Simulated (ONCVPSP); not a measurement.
**Pt: excitation energies, all-electron against ONCV**

Pt, optimised norm-conserving Vanderbilt (ONCV), made with ONCVPSP 4.0.1 (LDA (Perdew-Zunger), fully relativistic). Core [Kr] 4d10, reference 4f14 5s2 5p6 5d9 6s1. Waves: 5s+6s: rc 1.70 bohr, ncon 3, nbas 7, qcut 8.3 1/bohr, 2 projectors; 5p: rc 1.15 bohr, ncon 5, nbas 9, qcut 8.6 1/bohr, 2 projectors, debl 1 Ha; 5d: rc 2.30 bohr, ncon 4, nbas 8, qcut 6.4 1/bohr, 2 projectors, debl 3.3 Ha; 4f: rc 0.50 bohr, ncon 4, nbas 8, qcut 24.8 1/bohr, 2 projectors, debl 1.9 Ha. Local part: polynomial inside 0.40 bohr (lpopt 5, dvloc0 4 Ha). Core correction: Teter function, fcfact 4.5, rcfact 1.1.

Open shells are filled in proportion to 2j + 1.

In the p channel the program set the typed energies aside and used -1.918, 0.250 Ha (j = l + 1/2; the other j can differ). In the f channel the program set the typed energies aside and used -2.528, 0.250 Ha (j = l + 1/2; the other j can differ).

Energies are relative to the spin-unpolarised reference configuration 4f14 5s2 5p6 5d9 6s1; without spin polarisation the order of configurations can differ from experiment.

```csv
valence configuration,charge,ΔE all-electron (eV),error AE − PS (meV)
4f14 5s2 5p6 5d8 6s0,+2,29.834,+0.3
4f14 5s2 5p6 5d7 6s0,+3,62.344,+24
4f14 5s2 5p6 5d9 6s0 6p1,0,5.134,-0.2
```

(1) What are ΔE and the potential's error for 4f14 5s2 5p6 5d9 6s0?

Levels in the configuration 4f14 5s2 5p6 5d8 6s0:

```csv
level,all-electron (eV),pseudo (eV)
4f j=7/2,-89.841,-89.890
4f j=5/2,-93.300,-93.249
5s j=1/2,-122.922,-122.941
5p j=3/2,-72.994,-72.997
5p j=1/2,-88.198,-88.202
5d j=5/2,-25.569,-25.563
5d j=3/2,-27.085,-27.076
```

Note: ghosts flagged at negative energy: s at -2014.6 eV, s at -96.8 eV, p3/2 at -1067.1 eV, d5/2 at -487.9 eV, p1/2 at -1013.8 eV and 1 more; no localised positive-energy state flagged. A true bound ghost makes a file unfit for plane-wave use.

Results:

(1) ΔE = 9.558 eV all-electron; the error (AE − PS) is +0.7 meV.

These tests converged, but a pseudo level misses the all-electron one widely, so the file describes the atom poorly there or has found another state: 4f14 5s2 5p6 5d9 6s0 6p1: empty 6s by 5.9 eV.
